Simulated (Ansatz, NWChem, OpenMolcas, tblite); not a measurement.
A ladder of methods for BI3 (boron triiodide)

The species is BI3 (4 atoms), meant as a singlet with charge 0. As SMILES, `IB(I)I`. Geometry: relaxed at PBE0-D4/def2-TZVP.

Each level gives the HOMO–LUMO gap (eV). The values are calculated.

| level | kind | program | value (eV) |
| --- | --- | --- | --- |
| GFN1-xTB | semi-empirical | tblite | 3.73 |
| IPEA1-xTB | semi-empirical | tblite | 4.17 |
| HF/def2-SVP (core potential) | Hartree–Fock | Ansatz | 10.62 |
| SVWN5/def2-SVP (core potential) | LDA | NWChem | 2.96 |
| revPBE/def2-SVP (core potential) | GGA | Ansatz | 3.05 |
| TPSS/def2-SVP (core potential) | meta-GGA | OpenMolcas | 3.18 |
| M06-2X/def2-SVP (core potential) | hybrid meta-GGA | OpenMolcas | 6.62 |
| CAM-B3LYP/def2-SVP (core potential) | range-separated hybrid | Ansatz | 7.16 |
| B2PLYP/def2-SVP (core potential) | double hybrid | OpenMolcas | 7.00 |

The values span 2.96 to 10.62 eV. Orbital gaps aren't excitation energies, and those of double hybrids come from the SCF part alone; they tend to grow with the share of exact exchange.
